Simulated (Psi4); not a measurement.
Pair of molecules, SMILES C#N with SMILES Br (the first has 3 atoms); geometry from B3LYP-D3(BJ)/def2-TZVP, rigid monomers moved along the line of their centres of mass till N2···H5 is 3.77 Å.
(charge 0, multiplicity 1):
```tsv
atom	x (Å)	y (Å)	z (Å)
C	-0.4398	-0.0843	-0.4579
N	-0.2634	-0.2141	0.6651
H	-0.6044	0.0368	-1.5054
Br	0.5411	-0.8055	5.7756
H	0.3191	-0.6419	4.3670
```

These are SAPT0/aug-cc-pVDZ (Psi4) values and carry that method's errors.

Question: Which attractive term is largest, and how does the interaction split up?

Answer: electrostatics -48.3, exchange 0.7, induction -2.9, dispersion -7.9, total -58.4 meV; the largest attraction is electrostatics.
